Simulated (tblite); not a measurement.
Compound: C6H7F2O (doublet state).
Geometry (GFN2-xTB, Å), atoms numbered from 1 in this order:
```
atom  x, y, z in Å
C1    -1.9389   -0.3785    1.3423
C2    -1.2999   -0.0087    0.2345
C3    -1.9818    0.4426   -1.0211
O4     0.0539    0.0397    0.0759
C5     0.8979   -0.5546    0.9291
C6     2.2616   -0.3136    0.8397
F7     3.0210   -1.0188    1.7155
C8     2.9585    0.5238    0.0128
F9     2.3324    1.2841   -0.8950
H10   -3.0114   -0.3763    1.3701
H11   -1.4385   -0.6694    2.2477
H12   -1.4610    1.3082   -1.4235
H13   -1.9425   -0.3471   -1.7700
H14   -3.0185    0.6950   -0.8270
H15    0.5315   -1.2547    1.6642
H16    4.0280    0.6371    0.0285
```

Method: GFN2-xTB as coded in tblite; computed harmonic values from a numerical Hessian at the method's own geometry, unscaled. The method is semi-empirical: single wavenumbers can be off by several per cent or more. One conformer, not necessarily the lowest. Open shells enter through the occupations alone, without spin polarisation, and single modes of such species can be off by tens of per cent.

Harmonic wavenumbers (cm⁻¹): 31.0, 70.8, 84.5, 92.4, 171.0, 210.6, 288.9, 314.0, 362.4, 434.1, 465.2, 482.9, 522.6, 570.3, 594.4, 666.2, 681.6, 830.8, 897.9, 947.0, 978.8, 1014.4, 1040.2, 1128.3, 1150.0, 1199.8, 1234.1, 1256.9, 1389.2, 1407.6, 1456.2, 1465.5, 1469.1, 1515.6, 1670.7, 3015.2, 3045.0, 3074.4, 3088.5, 3131.3, 3135.7, 3170.5.

A = 2699, B = 943.6, C = 714.5 MHz; mass 133.046 u (most abundant isotopes); point group C1, symmetry number 1; spin multiplicity 2.

Q: What is the zero-point energy?

A: Half the sum of the wavenumbers: 24878 cm⁻¹ = 71.13 kcal/mol.

Q: What is S at 200 K and 1 bar for an ideal gas of classical rigid rotors and harmonic oscillators?

A: Translation 38.61, rotation 28.37, vibration 21.20, spin (R ln 2) 1.38: S = 89.6 cal/(mol K).

Q: And Cp and H(200 K) − H(0)?

A: Cp = 28.91 cal/(mol K), of which vibrations give 20.96 (their classical limit is 42 R = 83.5); H(200 K) − H(0) = 3.79 kcal/mol without the zero-point energy, 2.20 from vibrations.

Q: What must be added to the electronic energy to get the Gibbs energy at 200 K and 1 bar?

A: ZPE + [H(200 K) − H(0)] − T·S = 71.13 + 3.79 − 17.91 = 57.01 kcal/mol.

Q: Blend soft modes into free rotors: weight 1/[1 + (100 cm⁻¹/ν̃)⁴] for the oscillator and the rest for a rotor with moment μB/(μ + B), μ = h/(8π²ν), B = 10⁻⁴⁴ kg m². What vibrational entropy results?

A: 19.06 cal/(mol K) in place of 21.20, which changes −T·S at 200 K by +0.43 kcal/mol.

Hindered rotation and anharmonicity are outside this model. Other conformers, if any are populated, would add a mixing term that is left out. The structure is chiral; the term R ln 2 for an equal mix with its mirror image is left out.
